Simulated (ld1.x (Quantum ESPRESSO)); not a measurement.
Cd (Z = 48): PAW pseudisation with LDA (PZ), scalar-relativistic reference atom.

ld1.x (Quantum ESPRESSO) 7.5 input, shortened:

```
&input
   title='Cd', zed=48., rel=1, dft='PZ', iswitch=3,
   config='[Kr] 4d10 5s2 5p0'
 /
 &inputp
   pseudotype=3, lpaw=.true., tm=.true., lloc=-2, rcloc=1.45,
   nlcc=.true., new_core_ps=.true.,
   which_augfun='PSQ', rmatch_augfun_nc=.true.
 /
6
4S  1  0   2.00   0.00  1.25  1.70  0.0
5S  2  0   2.00   0.00  1.25  1.70  0.0
4P  2  1   6.00   0.00  1.70  2.10  0.0
5P  3  1   0.00   0.00  1.70  2.10  0.0
4D  3  2  10.00   0.00  1.20  1.45  0.0
4D  3  2   0.00  -0.30  1.20  1.45  0.0
 &test
   configts(1)='4s2 4p6 4d10 5s2 5p0'
 /
```

All-electron outer shells of the reference configuration (LDA (PZ), scalar-relativistic, ld1.x):

```
shell  level (eV)  outermost node (bohr)  outermost maximum (bohr)
   3p     -600.95                   0.14                      0.32
   3d     -394.01                      –                      0.27
   4s     -105.84                   0.43                      0.79
   4p      -66.99                   0.43                      0.84
   4d      -11.90                   0.42                      0.98
   5s       -5.96                   1.07                      2.32
   5p       -1.33                   1.20                      3.25
```

Q: Is the overlap operator S = 1 + Σ q|β⟩⟨β| positive definite (Bessel basis up to 400 Ry)?

A: No: its lowest eigenvalue is -0.011, in the s channel, so the generalised eigenproblem breaks down once the basis is large enough.

Its largest configuration-test error is -2.4 meV (4s2 4p6 4d10 5s1 5p0). Test run stopped at test 2 of 9 (negative rho).

The ghost test of this file was not conclusive. Its overlap operator is not positive definite in a basis up to 400 Ry (lowest eigenvalue s -0.01), so the file is unfit for use: the generalised eigenproblem breaks down once the basis is large enough, and its test numbers describe a broken file.
